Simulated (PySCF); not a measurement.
H$_{3}$Cl$_{3}$HfOSi (SMILES [SiH3][O][Hf]([Cl])([Cl])[Cl]), singlet, geometry from GFN2-xTB (such geometries of metal compounds can be far from the true shape) (core potentials on Hf). Base run: PySCF with SVWN5/def2-SVP.

PySCF was given this input:
```python
from pyscf import gto, scf, dft

mol = gto.M(
    atom='''
Hf    0.16198422    0.08986631    0.15434697
Cl    1.67669179    1.12473129    1.46639015
Cl   -0.93563556   -1.30710791    1.53279462
Cl   -1.24341668    1.69597803   -0.55096803
O     0.65066792   -0.87100724   -1.35901133
Si   -0.43731869   -1.45667371   -2.41454629
H    -1.74287364   -1.54049122   -1.70426651
H     0.05106640   -2.77486407   -2.80862422
H    -0.51381059   -0.52475309   -3.54403733
''',
    basis='def2-svp',
    ecp={'Hf': 'def2-svp'},
    verbose=4,
)

mf = dft.RKS(mol)
mf.xc = 'lda,vwn'
mf.kernel()
```

The base run was repeated with changes; each row names its change, and settings that it needs were set with it.

| change | ΔE vs base (mEh) | dipole (D) | outcome |
|---|---|---|---|
| base | 0.000 | 1.94 | converged |
| auxbasis = cc-pvtz-jkfit | - | - | input refused |
| auxbasis = even-tempered beta=1.6 | -0.002 | 1.94 | converged |
| auxbasis = cc-pvdz-jkfit | - | - | input refused |
| auxbasis = def2-svp-ri | - | - | input refused |
| auxbasis = even-tempered beta=2.0 | … | 1.94 | converged |
| auxbasis = autoaux | -0.040 | 1.94 | converged |
| auxbasis = def2-universal-jkfit | -0.108 | 1.94 | converged |
| auxbasis = cc-pvqz-jkfit | - | - | input refused |
| auxbasis = def2-tzvp-ri | - | - | input refused |

Problem. Complete the blanks.

Solution. 
- auxbasis = even-tempered beta=2.0, ΔE vs base (mEh): -0.201

A fitting set is made for a task (jfit for Coulomb, jkfit for Coulomb and exchange, ri for correlation) and for a family of orbital bases.

- auxbasis = cc-pvtz-jkfit: ended with `pyscf.lib.exceptions.BasisNotFoundError: Basis set not found for Hf in cc-pvtz-jkfit`
- auxbasis = cc-pvdz-jkfit: ended with `pyscf.lib.exceptions.BasisNotFoundError: Basis set not found for Hf in cc-pvdz-jkfit`
- auxbasis = def2-svp-ri: ended with `pyscf.lib.exceptions.BasisNotFoundError: Basis set not found for Hf in def2-svp-ri`
